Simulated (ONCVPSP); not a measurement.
Be, ONCV: configuration errors across variants

ONCVPSP 4.0.1 input, shortened (lines: element, Z, core and valence counts, functional; n l f; lmax; l rc ep ncon nbas qcut; lloc lpopt rc5 dvloc0; l nproj debl; icmod fcfact rcfact), PBE, scalar-relativistic:

```
  Be 4.00    0    2        4      upf
    1    0    2.00
    2    0    2.00
    2
    0    0.75    0.00    3    6   16.20
    1    0.70    0.10    5   10   13.00
    2    0.65    0.40    4    9   14.30
    2    5    0.65    0.00
    0    2    0.70
    1    2    4.00
    2    0    1.40
    0    0.00    0.00
```

All-electron excitation energies from the reference (eV): (1) 1s2 2s1 9.551; (2) 1s2 2s0 27.498; (3) 1s2 2s1.5 3.761; (4) 1s2 2s1 2p1 3.612.

Errors AE − PS in meV (a dash: test not solved or not reliable):

| change | (1) | (2) | (3) | (4) | bound ghosts | GHOST(+) flags above zero |
| --- | --- | --- | --- | --- | --- | --- |
| base | +0.5 | +3.5 | +0.1 | +0.8 | none | none |
| all radii scaled by about 0.80 (s 0.60, p 0.56, d 0.52 bohr) | +0.4 | +2.7 | +0.1 | +0.6 | none | none |
| all radii scaled by about 1.09 (s 0.82, p 0.76, d 0.70 bohr) | +0.5 | +3.7 | +0.1 | +0.9 | none | none |
| all radii scaled by about 1.20 (s 0.90, p 0.84, d 0.78 bohr) | +0.5 | +4.0 | +0.1 | +1.0 | none | none |
| all radii scaled by about 1.32 (s 1.00, p 0.92, d 0.86 bohr) | +0.5 | +3.8 | +0.1 | +1.0 | none | none |

Give the same row for: all radii scaled by about 0.87 (s 0.66, p 0.60, d 0.56 bohr).

+0.4, +3.0, +0.1, +0.7; bound ghosts: none; GHOST(+) flags above zero: none.
